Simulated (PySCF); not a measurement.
Atoms are numbered as in `[BH2:1][NH:2][BH:3][Cl:4]`. Each H is labelled by its parent atom.

Geometry: PBE0-D3(BJ)/def2-SVP; GIAO shifts from PySCF 2.14, gas phase, non-relativistic, averaged over equivalent atoms.

At PBE0/pcSseg-1 (95 basis functions, 5 s wall time on 1 thread of an Arm Neoverse V1, shared host):
```csv
atoms,δ (ppm)
B1,51.4
B3,46.6
N2,191.6
Cl4,182.6
H(N2),6.95
H(B3),5.68
H(B1),5.56
```

Referencing at the same level of theory: $^{11}$B (σref 100.73) vs BF3·OEt2; NH3 for $^{15}$N (σref 265.67); $^{35}$Cl (σref 943.27) vs HCl; $^{1}$H (σref 31.27) vs TMS.

Estimate the result of repeating the calculation with HF/pcSseg-2.

Results:


```tsv
atoms	δ at HF/pcSseg-2	change
B1	50.2	-1.2
B3	46.7	+0.1
N2	158.2	-33.4
Cl4	92.3	-90.3
H(N2)	6.25	-0.70
H(B3)	5.38	-0.30
H(B1)	5.15	-0.41
```

Shifts are taken against calculated references (same method and geometry level): $^{11}$B (114.51 ppm) vs BF3·OEt2; $^{15}$N (260.75 ppm) vs NH3; HCl for $^{35}$Cl (944.88 ppm); $^{1}$H (31.68 ppm) vs TMS.

The largest change is at Cl4 (chlorine bonded to B). Cost: 207 basis functions, 6.7 s wall time on 1 thread of an Arm Neoverse V1, shared host.

Experimental scales use liquid or dissolved standards, which lie at an offset from isolated NH3 (liquid NH3: subtract about 20 ppm). Unscaled 15N shifts of sp2 nitrogen come out 20 to 40 ppm too high even then.
